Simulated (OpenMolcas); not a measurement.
## F+: from CASSCF to CASPT2

```yaml
Program: OpenMolcas
Basis: ANO-L-VTZP [4s3p2d1f]
Scalar_Hamiltonian: non-relativistic, point nucleus
Active_space: 4 electrons in 3 orbitals (2p)
State_averaging: 2S+1 = 3 even, 3 roots; 2S+1 = 1 even, 6 roots
Spin-orbit_coupling: RASSI with atomic mean-field integrals over the reference wave functions, term energies averaged over their components
```

Methods on the same reference wave functions:
A. CASSCF
B. SS-CASPT2, IPEA 0.25 Eh, imaginary shift 0.1 Eh (closed shells correlated: 1s 2s)

Energies in cm-1 above 2s2 2p4 3P2, the measured ground level; measured values from NIST Handbook of Basic Atomic Spectroscopic Data.

| Level | A | B | Measured |
| --- | --- | --- | --- |
| 2s2 2p4 3P2 | 0.0 | 0.0 | 0.0 |
| 2s2 2p4 3P1 | 321 | 321 | 341 |
| 2s2 2p4 3P0 | 476 | 476 | 490 |
| 2s2 2p4 1D2 | 22770 | 21080 | 20873 |
| 2s2 2p4 1S0 | 56468 | 47540 | 44918 |

Deviations, from unrounded energies. A percentage is the sum of absolute deviations over the sum of measured energies, with the sign that they share, or ± where signs differ.

```json
{"Against measurement": "mean absolute deviation (cm-1)", "Levels": "4", "A": "3400", "B": "720"}
{"Against measurement": "fine structure of the ground term (%)", "Levels": "2", "A": "-4.0", "B": "-4.1"}
{"Against measurement": "other terms of the ground configuration (%)", "Levels": "2", "A": "+20.4", "B": "+4.3"}
```

B lies closest to measurement on these levels. The largest miss of B in the table is 2s2 2p4 1S0, by +2600 cm-1. The ranking rests on the paired levels alone, and a cruder setting can come out closer through cancelling errors.

From A to B the spin-free energies of the other terms of 2s2 2p4 shown, above 3P, scale by factors of 0.84 to 0.93.

The lowest spin-free term lies below A's lowest term by 0.156 hartree in B.

Term energies are means over components that CASPT2 splits; among the terms shown or strongly mixed into the levels shown the widest spread is 94 cm-1 (2s2 2p4 1D, B). With the s shell closed, the reference lacks s² → p² mixing. Without dynamic correlation excited terms often stand tens of per cent too high (terms of higher spin than the ground term too low), and those without a measured partner can miss by more than the paired ones (holds for A). Computed and measured levels are paired by configuration, term and J; levels that our copy of the source lacks, or whose pairing is in doubt (as where it misses far off the trend of its configuration), stay unpaired and out of the deviations. Only configurations of the active space appear.
